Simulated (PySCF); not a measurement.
C2H7AlO2Si, SMILES [Al]([OH])(/[CH]=C/[SiH3])[OH]. The structure is a stationary point at PBE-D3(BJ)/def2-SVP. The structure was generated by enumeration; whether it is a known compound was not checked. One conformer was computed; it need not be the lowest.

Q: Give the equilibrium geometry at PBE-D3(BJ)/def2-SVP (PySCF confirms it by a frequency run) as a Z-matrix, and its point group. (An estimate is asked for; the answer gives what the named calculation found.)

A: Several could match; the one computed here: point group Cs.
```
C
C 1 1.3599
H 1 1.1086 2 117.57
H 2 1.1091 1 118.42 3 180.00
Si 2 1.8836 4 117.15 1 180.00
H 5 1.5050 2 109.35 4 180.00
H 5 1.5079 6 109.21 3 -121.61
H 5 1.5079 6 109.21 7 -116.79
Al 1 1.9438 3 121.03 2 180.00
O 9 1.7167 1 118.88 3 0.00
H 10 0.9683 9 126.40 1 180.00
O 9 1.7178 10 125.68 11 0.00
H 12 0.9679 9 126.66 10 0.00
```
Charge 0, spin multiplicity 1.
